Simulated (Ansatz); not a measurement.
## Telling isomers of H4InSeSi apart by their spectra

These gas-phase data were calculated for one isomer of H4InSeSi at PBE0-D3(BJ)/def2-SVP (harmonic, unscaled wavenumbers; equilibrium rotational constants with average atomic masses):

| Property | Result |
| --- | --- |
| rotational constants | 4.799, 0.991, 0.8293 GHz |
| all wavenumbers above 1500 cm⁻¹ | 2452, 2227, 2225, 2204 |

Candidates:

(1) `[SiH3][Se][InH]`, a doublet
(2) `[SiH3][In][SeH]`, a doublet

Task: Assign the data to one candidate and say why.

Result: Candidate (2). No mode falls between 1500 and 1900 cm⁻¹, where the In–H stretch of (1) would stand.

The same quantities for all candidates:

```tsv
	rotational constants (GHz)	wavenumbers above 1500 cm⁻¹	E above the lowest, PBE0-D3(BJ)/def2-SVP (kcal/mol)
(1)	4.721, 1.124, 0.9172	2245, 2230, 2225, 1591	0.0
(2)	4.799, 0.991, 0.8293	2452, 2227, 2225, 2204	2.9
```

Harmonic stretches to hydrogen usually lie a few per cent above observed fundamentals. Each candidate is one conformer. Open shells are spin-unrestricted. Atoms past krypton carry core potentials. Programs: Ansatz 0.2.0.
